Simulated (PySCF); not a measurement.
From one molecule to another.

First species: C₇H₁₄GeO.
SMILES with atom numbers: `[CH3:1][C@@H:2]1[CH2:3][C@@H:4]([O:5][GeH3:6])[C:7]12[CH2:8][CH2:9]2` (hydrogens: H10, H11, H12 on C1; H13 on C2; H14, H15 on C3; H16 on C4; H17, H18, H19 on Ge6; H20, H21 on C8; H22, H23 on C9)

Cartesian coordinates in Å at the PBE0-D3(BJ)/def2-SVP level; atoms count from 1:
```
atom  x, y, z in Å
C1    -2.576   -0.512    0.521
C2    -1.522   -0.453   -0.569
C3    -0.503   -1.621   -0.557
C4     0.512   -0.712    0.153
O5     1.824   -0.794   -0.311
Ge6    3.195   -0.275    0.709
C7    -0.345    0.481   -0.278
C8     0.151    1.556   -1.181
C9    -0.319    1.890    0.209
H10   -2.123   -0.681    1.511
H11   -3.146    0.428    0.575
H12   -3.292   -1.329    0.337
H13   -2.002   -0.280   -1.546
H14   -0.131   -1.848   -1.566
H15   -0.795   -2.555   -0.055
H16    0.466   -0.845    1.253
H17    3.030   -0.913    2.103
H18    4.441   -0.786   -0.023
H19    3.209    1.263    0.831
H20    1.226    1.580   -1.385
H21   -0.478    1.850   -2.026
H22    0.431    2.161    0.959
H23   -1.274    2.414    0.321
```

Second species: C₇H₁₄GeO.
SMILES: `C(C(=C)[O][GeH3])/C=C\CC`

Levels: B3LYP/def2-SVPD for dipole moment, HOMO energy, LUMO energy, HOMO–LUMO gap, static isotropic polarisability and electronic spatial extent ⟨r²⟩ about the centre of nuclear charge; TDDFT B3LYP/def2-SVPD for lowest singlet excitation; TDA B3LYP/def2-SVPD for lowest triplet excitation (Tamm–Dancoff); ΔSCF B3LYP/def2-SVPD for vertical ionisation energy; PBE0-D3(BJ)/def2-SVP for rotational constant A and rotational constant C. Geometries: PBE0-D3(BJ)/def2-SVP. Each structure is a single optimised conformer of the isolated species, non-relativistic unless stated; the electronic structure was computed with PySCF and density fitting.

Dipoles, sizes and rotational constants follow the conformer. The torsions of the flexible species, by atom-mapped SMILES:
- `[CH3:1][C@@H:2]1[CH2:3][C@@H:4]([O:5][GeH3:6])[C:7]12[CH2:8][CH2:9]2`: C3–C4–O5–Ge6 -159°
- `[CH2:1]=[C:2]([CH2:3]/[CH:4]=[CH:5]\[CH2:6][CH3:7])[O:8][GeH3:9]`: C1–C2–C3–C4 -113°, C2–C3–C4–C5 -93°, C4–C5–C6–C7 -118°, C1–C2–O8–Ge9 8°

(1) Which has the higher LUMO energy?

(2) Which has the higher ⟨r²⟩?

(3) Which of the two has the higher rotational constant C, and by how much?

(4) Which has the higher dipole moment?

(5) Which of the two has the higher S1 energy, and by how much?

(6) Which has the higher vertical ionisation energy?

(7) Which of the two has the higher HOMO energy, and by how much?

(8) Which has the higher T1 energy?

Answers

(1) The first: -0.16 eV against -0.28 eV, a difference of 0.12 eV.

(2) The second: 2500 bohr² against 2124 bohr², a difference of 376 bohr².

(3) The first: 0.531 GHz against 0.439 GHz, a difference of 0.092 GHz.

(4) The second: 1.16 D against 0.90 D, a difference of 0.26 D.

(5) The first: 5.99 eV against 5.16 eV, a difference of 0.83 eV.

(6) The first: 9.02 eV against 8.29 eV, a difference of 0.73 eV.

(7) The second: -6.34 eV against -7.15 eV, a difference of 0.81 eV.

(8) The first: 5.74 eV against 4.27 eV, a difference of 1.47 eV.

On the first: The ΔSCF ionisation energy exceeds −ε(HOMO) by 1.87 eV with B3LYP. The vertical singlet–triplet gap S1 − T1 is 0.25 eV (TDDFT singlet less Tamm–Dancoff triplet; S1: HOMO→LUMO, weight 0.94; T1: HOMO→LUMO, weight 0.88). The calculation is non-relativistic and has no spin–orbit coupling, an omission that weighs most on germanium.

On the second: The vertical singlet–triplet gap S1 − T1 is 0.89 eV (TDDFT singlet less Tamm–Dancoff triplet; S1: HOMO→LUMO, weight 0.95; T1: HOMO→LUMO+1, weight 0.23, beside HOMO→LUMO+2, weight 0.19). In wavenumbers S1 is 41600 cm⁻¹ (1 eV = 8065.54 cm⁻¹). Relativistic effects, spin–orbit coupling among them, are left out although an element past zinc is present.
